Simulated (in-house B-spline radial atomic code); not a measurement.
Radial electron density of the aluminium ion Al⁷⁺, [He] 2s2 2p2. Computed with an all-electron radial atomic-structure program (B-spline basis): scalar-relativistic (X2C) SCAN, spin-polarised, spherical fractional occupations, Fermi nucleus of rms radius 3.061 fm.

Columns: r (bohr), 4πr²n(r) (electrons per bohr), bar.

```
 0.00446    0.345 #
 0.00519   0.4554 #
 0.00604   0.5994 ##
 0.00703   0.7865 ##
 0.00819     1.03 ###
 0.00953    1.339 ####
  0.0111    1.735 #####
  0.0129    2.225 #######
   0.015    2.836 #########
  0.0175    3.602 ###########
  0.0204    4.521 ##############
  0.0237    5.581 #################
  0.0276    6.817 #####################
  0.0322     8.21 #########################
  0.0374    9.652 #############################
  0.0436    11.14 ##################################
  0.0507    12.51 ######################################
  0.0591    13.66 #########################################
  0.0687    14.39 ###########################################
    0.08    14.58 ############################################
  0.0932    14.13 ###########################################
   0.108    13.07 #######################################
   0.126    11.44 ###################################
   0.147    9.541 #############################
   0.171     7.78 #######################
   0.199    6.478 ####################
   0.232    5.897 ##################
    0.27    6.073 ##################
   0.314     6.75 ####################
   0.366    7.501 #######################
   0.426    7.815 ########################
   0.496    7.373 ######################
   0.577    6.174 ###################
   0.672    4.496 ##############
   0.782    2.803 ########
   0.911    1.456 ####
    1.06   0.6203 ##
    1.23   0.2142 #
    1.44  0.05251 
    1.67  0.01037 
    1.95 0.001327
```

On this grid the curve has 2 maxima, near 0.08, 0.426 bohr.

The 2p up radial function P(r) = rR(r), positive near the nucleus:

```csv
r (bohr),P
0.00446,0.001752
0.00604,0.003142
0.00819,0.00564
0.0111,0.01008
0.015,0.01783
0.0204,0.03166
0.0276,0.05509
0.0374,0.0947
0.0507,0.1596
0.0687,0.2615
0.0932,0.4138
0.126,0.6204
0.171,0.8797
0.232,1.149
0.314,1.349
0.426,1.377
0.577,1.165
0.782,0.7681
1.06,0.363
1.44,0.1086
1.95,0.01814
```
